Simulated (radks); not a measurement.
Values are calculated unless marked as measured or tabulated.
Task: Species: Ti3+. Configuration: [Ne] 3s1 3p6 3d1 4s1 (not the ground configuration). Level of theory: Dirac Kohn-Sham, LDA (Slater exchange, Perdew-Wang correlation), spin-unpolarised, spherical densities, finite nucleus; open shells fill j = l - 1/2 first; Fermi nuclear charge, rms radius 3.5921 fm (a radial shooting solver on a logarithmic mesh with Libxc functionals). Some entries of the table are withheld. Estimate them.

orbital,occ.,eigenvalue (eV),<1/r> (bohr^-1),<r> (bohr)
1s1/2,2,(1),21.76,(2)
2s1/2,2,-581.4780,4.549,0.3255
2p1/2,2,-493.8956,4.490,0.2883
2p3/2,4,-488.1313,4.433,0.2909
3s1/2,1,-103.4188,1.447,0.9769
3p1/2,2,-79.7479,(3),1.025
3p3/2,4,-79.0052,(4),1.032
3d3/2,1,-42.5522,1.085,1.164
3d5/2,0,-42.4771,1.082,1.166
4s1/2,1,-29.6992,0.5384,2.500
4p1/2,0,-23.8609,0.4809,2.786
4p3/2,0,-23.7404,0.4783,2.798
4d3/2,0,-15.4672,0.3821,3.513
4d5/2,0,-15.4545,0.3817,3.516
5s1/2,0,-13.1422,0.2773,4.923
4f5/2,0,(5),0.2669,(6)
4f7/2,0,(7),0.2669,(8)

Result: 
(1) 1s1/2 eigenvalue (eV): -4902.009
(2) 1s1/2 <r> (bohr): 0.06973
(3) 3p1/2 <1/r> (bohr^-1): 1.341
(4) 3p3/2 <1/r> (bohr^-1): 1.329
(5) 4f5/2 eigenvalue (eV): -10.0679
(6) 4f5/2 <r> (bohr): 4.315
(7) 4f7/2 eigenvalue (eV): -10.0674
(8) 4f7/2 <r> (bohr): 4.315
